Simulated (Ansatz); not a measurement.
Two isomers of CH5ClSSi: A = `C[SiH](S)Cl`, B = `S[SiH2]CCl`.

Computed with Ansatz on PBE0-D4/def2-TZVP structures; ΔE is electronic, products minus reactants. CCSD(T)/CBS adds triple-zeta CCSD(T) − MP2 to the extrapolated MP2 energy (def2 sets, frozen cores). DFT in def2-TZVPP. B3LYP here is the variant with VWN-RPA as its local correlation; programs differ in this. Each species was taken in one conformer, which may not be the lowest.

A:

```xyz
9

C    -1.120    0.387   -0.086
Si    0.413   -0.527    0.418
S     1.814   -0.718   -1.172
Cl    1.233    0.462    2.032
H    -1.605   -0.127   -0.919
H    -0.876    1.405   -0.398
H    -1.818    0.444    0.752
H     0.147   -1.920    0.841
H     1.812    0.594   -1.467
```

B:

Z-matrix (Å, degrees):
```
Si
C 1 1.880
S 1 2.139 2 111.2
H 1 1.482 2 108.6 3 -122.6
H 1 1.481 2 109.3 3 115.9
Cl 2 1.787 1 108.0 3 -179.3
H 2 1.090 1 112.4 3 61.9
H 2 1.090 1 111.9 3 -60.5
H 3 1.344 1 94.6 2 -72.1
```

(1) Which is lower in electronic energy at CCSD(T)/CBS, and by how much? (An estimate is asked.)

(2) Give E(B) − E(A) in kcal/mol with ωB97M-V, B3LYP-D4, B3LYP, LDA (SPW92), CCSD(T)/def2-SVP, BLYP-D4, B2PLYP. (Estimate.)

(3) Does the order hold for the free energy at 298.15 K (harmonic terms from PBE0-D4)? (Best estimate.)

Largest T1 diagnostic: 0.010.

Answers

(1) Computed: A, by 43.3 kcal/mol.

(2) The calculation gave: ωB97M-V 43.7, B3LYP-D4 42.8, B3LYP 42.2, LDA (SPW92) 42.4, CCSD(T)/def2-SVP 41.9, BLYP-D4 41.6, B2PLYP 43.1. None reverses the order clearly.

(3) The calculation gave: Yes: G(B) − G(A) = +41.8 kcal/mol, for one conformer each.

From PBE to PBE0 (25 % exact exchange), in def2-TZVPP and without D4, E(B) − E(A) moves by +1.2 kcal/mol. Leaving LDA and LC-ωPBE aside and taking each functional with its dispersion term where it has one, the values, not all of them listed here, spread over 3.7 kcal/mol, from BLYP-D4 to B97M-V.
